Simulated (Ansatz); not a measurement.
Cost and result for the atomization energy of BH₆NSeSi (`NB[Se][SiH3]`) (10 atoms, 9 bonds).

| atom | x (Å) | y (Å) | z (Å) |
| --- | --- | --- | --- |
| N1 | 1.262 | -0.750 | 0.737 |
| B2 | 0.559 | 0.192 | 1.472 |
| Se3 | -0.930 | 1.283 | 0.804 |
| Si4 | -1.176 | 0.414 | -1.280 |
| H5 | 2.021 | -1.270 | 1.143 |
| H6 | 1.107 | -0.958 | -0.235 |
| H7 | 0.853 | 0.397 | 2.611 |
| H8 | -1.789 | -0.939 | -1.242 |
| H9 | 0.142 | 0.297 | -1.964 |
| H10 | -2.048 | 1.335 | -2.048 |

Total charge 0; spin multiplicity 1. Correlated methods include outer-core shells of Se, which these sets cover unevenly. Scalar relativity is left out up to krypton. The structure was optimised at the PBE0-D4/def2-TZVP level. It is one conformer, not always the lowest. Program: Ansatz. All runs use 4 threads of an Arm Neoverse V1 on a shared host. Times are those of one run each, without the atoms' runs, and a repeat can differ threefold. Electronic energies, without spin–orbit coupling; frozen cores. CCSD(T)/CBS adds CCSD(T) − MP2 in def2-TZVPP to the MP2 limit, and its time is that of the two runs behind it. T1 = 0.011. With those shells the extrapolation isn't a true limit. B3LYP takes the VWN-RPA correlation (the form of Gaussian; ORCA's B3LYP/G).

CCSD(T)/CBS is a level of theory with its own doubt, some kJ/mol a heavy atom from the limit and from the frozen cores, so smaller differences don't rank the functionals.

```
                             level  functions  wall time  atomization (kcal/mol)  difference from CCSD(T)/CBS  per bond
   PBE-D4/def2-TZVPP (with forces)        236      2.7 s                   799.7                          7.4       0.8
                PBE0-D4/def2-TZVPP        236      3.3 s                   790.1                         -2.2      -0.2
r2SCAN-D4/def2-TZVPP (with forces)        236      5.5 s                   793.7                          1.4       0.2
 B3LYP-D4/def2-TZVPP (with forces)        236      5.5 s                   794.6                          2.3       0.3
                 B2PLYP/def2-TZVPP        236        6 s                   783.1                         -9.2      -1.0
                ωB97X-V/def2-TZVPP        236        8 s                   796.5                          4.2       0.5
  ωB97M-V/def2-TZVPP (with forces)        236       12 s                   793.5                          1.2       0.1
                    MP2/def2-QZVPP        453       21 s                   788.6                         -3.7      -0.4
                CCSD(T)/def2-TZVPP        236    2.4 min                   769.5                        -22.8      -2.5
                 CCSD(T)/CBS(def2)          –    2.7 min                   792.3                          0.0       0.0
```

In def2-TZVPP, CCSD(T) changes the Hartree–Fock value by +189.0 kcal/mol (the triples alone add +10.7 kcal/mol) and MP2 by +194.8 kcal/mol; breaking electron pairs costs correlation energy, which Hartree–Fock lacks. The D4 term adds +8.9 kcal/mol with B3LYP and +4.6 kcal/mol with PBE0; it sums over pairs of atoms, weighted by their polarisabilities, and B3LYP, whose exchange is more repulsive, gets the larger term. From PBE to PBE0 (25 % exact exchange), in def2-TZVPP and without D4, the atomization energy moves by −8.8 kcal/mol: exact exchange takes away binding that semilocal exchange gives to molecules.
